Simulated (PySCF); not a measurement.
Calculated NMR parameters of Nc1cccc2c1C=C[SiH2]2

```
Formula                               : C8H9NSi
SMILES                                : Nc1cccc2c1C=C[SiH2]2
InChI                                 : InChI=1S/C8H9NSi/c9-7-2-1-3-8-6(7)4-5-10-8/h1-5H,9-10H2
Point group of the computed structure : C1
Degrees of unsaturation               : 6
Carbon signals                        : 8
Proton signals                        : 7
```

Numbering as in the mapped SMILES `[NH2:1][c:2]1[cH:3][cH:4][cH:5][c:6]2[c:7]1[CH:8]=[CH:9][SiH2:10]2`. Each H is labelled by its parent atom.

Isolated molecule, a single conformation, fast rotation and ring inversion assumed for equivalent nuclei, non-relativistic. Coordinates at the GFN2-xTB level; shieldings: GIAO PBE0/pcSseg-1; PySCF 2.14.0 with density-fitted response routines.

δ = σ(ref) − σ, references computed at the same level: TMS for 1H and 13C and 29Si; 15N vs NH3.

| carbon | δC, type | δH (multiplicity) | HMBC from (2–3 bonds) | span of the C tensor (ppm) |
| --- | --- | --- | --- | --- |
| C2 | 147.2, C | – | H(C8), H(C4), H(C3) | 192 |
| C3 | 120.7, CH | 6.74 (d) | H(C4), H(C5) | 184 |
| C4 | 134.2, CH | 7.29 (m) | H(C5), H(C3) | 230 |
| C5 | 129.3, CH | 7.19 (m) | H(C4), H(C3), H(Si10) | 223 |
| C6 | 141.4, C | – | H(C8), H(C4), H(C5), H(C9), H(Si10) | 219 |
| C7 | 136.1, C | – | H(C8), H(C5), H(C3), H(C9), H(Si10) | 171 |
| C8 | 152.7, CH | 7.70 (d) | H(C9), H(Si10) | 230 |
| C9 | 128.2, CH | 6.15 (m) | H(C8), H(Si10) | 215 |

Other nuclei:
| atoms | nucleus | environment | δ (ppm) | σ (ppm) |
| --- | --- | --- | --- | --- |
| H(Si10) | 1H | hydrogen on a silicon bonded to 2 C, in a 5-membered ring | 4.84 | 26.87 |
| H(N1) | 1H | hydrogen on an aniline-type nitrogen | 3.68 | 28.04 |
| Si10 | 29Si | silicon bonded to 2 C, 2 H, in a 5-membered ring | -44.3 | 393.5 |
| N1 | 15N | aniline-type nitrogen | 72.5 | 195.3 |

- Carbon types of the structure: 3 × C, 5 × CH, leaving 4 H on heteroatoms.
- δC 152.7, 128.2: alkene CH; the olefinic region.
- δC 147.2: aromatic carbon bearing nitrogen; σ withdrawal by the attached heteroatom moves it downfield of the ring CH carbons.
- δC 141.4, 136.1: substituted aromatic carbon.
- δC 134.2, 129.3, 120.7: aromatic CH.
- δH 3.68: hydrogen on an aniline-type nitrogen; labile proton, position sensitive to the medium.

Exchangeable OH/NH protons stand at their gas-phase positions; hydrogen bonding in a real sample shifts them, mostly to higher δ. Shifts are as computed. Against solution values, carbons near 30 ppm lie about +3 ppm off and those near 130 ppm about +5 ppm. Of 1211 compounds with measured shifts, 218 miss one by over three times the rms of a fit or turn the order of signals round; such compounds aren't used in these exercises. Experimental scales use liquid or dissolved standards, which lie at an offset from isolated NH3 (liquid NH3: subtract about 20 ppm). No couplings were computed; multiplicities are counted from neighbouring protons, with m where these are inequivalent, close in shift, in a saturated or five-membered ring or joined by F or P, and br s for small geminal =CH2 splittings.
